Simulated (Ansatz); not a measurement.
Mulliken charges of Cl₂H₄OSi₂, SMILES `Cl[SiH2]O[SiH2]Cl` from ωB97M-V/def2-TZVPP in Ansatz (PBE0-D4/def2-TZVP geometry).

```json
{"atom": "Cl1", "x (Å)": "-1.004", "y (Å)": "0.084", "z (Å)": "2.441", "charge (e)": "-0.212"}
{"atom": "Si2", "x (Å)": "-1.222", "y (Å)": "0.828", "z (Å)": "0.544", "charge (e)": "0.439"}
{"atom": "O3", "x (Å)": "-0.391", "y (Å)": "-0.094", "z (Å)": "-0.511", "charge (e)": "-0.387"}
{"atom": "Si4", "x (Å)": "1.023", "y (Å)": "-0.861", "z (Å)": "-0.763", "charge (e)": "0.439"}
{"atom": "Cl5", "x (Å)": "2.581", "y (Å)": "0.357", "z (Å)": "-0.225", "charge (e)": "-0.212"}
{"atom": "H6", "x (Å)": "-2.651", "y (Å)": "0.760", "z (Å)": "0.182", "charge (e)": "-0.017"}
{"atom": "H7", "x (Å)": "-0.699", "y (Å)": "2.209", "z (Å)": "0.541", "charge (e)": "-0.017"}
{"atom": "H8", "x (Å)": "1.136", "y (Å)": "-1.145", "z (Å)": "-2.206", "charge (e)": "-0.017"}
{"atom": "H9", "x (Å)": "1.100", "y (Å)": "-2.080", "z (Å)": "0.066", "charge (e)": "-0.017"}
```

**Question.** By hand: the dipole of these point charges (1 e Å = 4.8032 D).

**Answer.** Σ q r = (-0.251, -0.067, -0.344) e Å, of length 0.431 e Å = 2.07 D.

**Question.** How does the dipole of the full density compare? (An estimate is asked.)

**Answer.** The calculation gave: (-0.156, -0.042, -0.214) e Å, 1.29 D; the point charges give 1.60 times that, at 0° from its direction.

Point charges leave out the atoms' own dipoles, such as those of lone pairs, and Mulliken's split depends on the basis, so the two needn't agree.
